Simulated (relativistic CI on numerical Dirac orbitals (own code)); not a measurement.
**S IX: sensitivity of the levels to the model**

Base calculation: Dirac-Coulomb-Breit CI, orbitals from a KLI potential per configuration, model QED (radiative potential, 1s self-energy scaled to tabulated hydrogen-like ionisation energies), unscaled Slater integrals.

CI space (outside the closed core 1s2): 2s2 2p4, 2s 2p5, 2p6, 2s2 2p3 3s, 2s2 2p3 3p, 2p5 3s, 2p5 3p, 2s2 2p3 3d, 2p5 3d, 2s 2p4 3s, 2s 2p4 3p, 2s2 2p3 4s, 2s 2p4 3d, 2s2 2p3 4p, 2s2 2p3 4d, 2s2 2p3 4f. Levels of other configurations are missing.

The lowest level and the first level of each name with at least 55 % of one term (blank where a level has no safe partner in the second run):

```csv
Level,Base (cm⁻¹),Shift (cm⁻¹)
2s2 2p4 3P_2,0,0
2s2 2p4 3P_1,7934,+5
2s2 2p4 3P_0,10591,+148
2s2 2p4 1D_2,60933,-548
2s2 2p4 1S_0,122292,+22810
2s 2p5 3P°_2,451356,+2286
2s 2p5 3P°_1,458348,+2297
2s 2p5 3P°_0,462210,+2291
2s 2p5 1P°_1,632541,+4976
2p6 1S_0,1070419,-16933
2s2 2p3 3s 5S°_2,1747659,+1482
2s2 2p3 3s 3S°_1,1777739,-66
2s2 2p3 3s 3D°_1,1841242,+1095
2s2 2p3 3s 3D°_2,1841400,+1067
```

At this charge configurations can still be misplaced by up to about 7 % of their energy.

Task: One thing was changed in a second run, which moved the levels as shown. Which?
A. Breit term removed
B. QED terms removed
C. configuration mixing switched off

Result: C. Configuration mixing switched off. Without mixing, levels that were pushed by configurations of the same parity and J return to their single-configuration places.
